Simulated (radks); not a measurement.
Values are calculated unless marked as measured or tabulated.
Coulomb parameter of the 4f shell of neutral promethium in the model configuration [Xe] 4f3.5 6s2 6p1.5, as a second difference U = [E(n + 0.25) + E(n - 0.25) - 2 E(n)] / (0.25)^2 with all orbitals relaxed. "Bare": the charge of the atom changes with n. "Screened": the 6p shell takes up the change at fixed total charge, which measures U(4f,4f) + U(6p,6p) - 2 U(4f,6p). Level of theory: scalar-relativistic Kohn-Sham, BLYP, spin-unpolarised, spherical densities, point nucleus (a radial shooting solver on a logarithmic mesh with Libxc functionals).

| case | configuration | E - E(n) (eV) |
|---|---|---|
| start | [Xe] 4f3.5 6s2 6p1.5 | 0.000 |
| bare +0.25 | [Xe] 4f3.75 6s2 6p1.5 | -3.372 |
| bare -0.25 | [Xe] 4f3.25 6s2 6p1.5 | 4.305 |
| screened +0.25 | [Xe] 4f3.75 6s2 6p1.25 | -2.943 |
| screened -0.25 | [Xe] 4f3.25 6s2 6p1.75 | 3.521 |

U(bare) = 14.928 eV, U(screened by 6p) = 9.245 eV, against the Slater integral F0(4f,4f) = 27.649 eV with frozen orbitals. The step up makes a negative ion, whose loosely bound charge lowers the bare value.
